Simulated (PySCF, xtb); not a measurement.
InH2Cl, SMILES [Cl][InH2].

GFN2-xTB run with xtb at its own geometry gives an orbital gap of 4.43 eV and a dipole moment of 1.26 D.

Geometry: PBE-D3(BJ)/def2-TZVP. The def2 effective core potentials stand for the cores of In; spin–orbit coupling is left out.

Task: What does PySCF with M06-2X/def2-TZVPD give? (Estimate from the structure and the level; the computed values follow.)

Result: gap 7.89 eV (levels -9.46 and -1.57 eV), dipole 3.13 D.
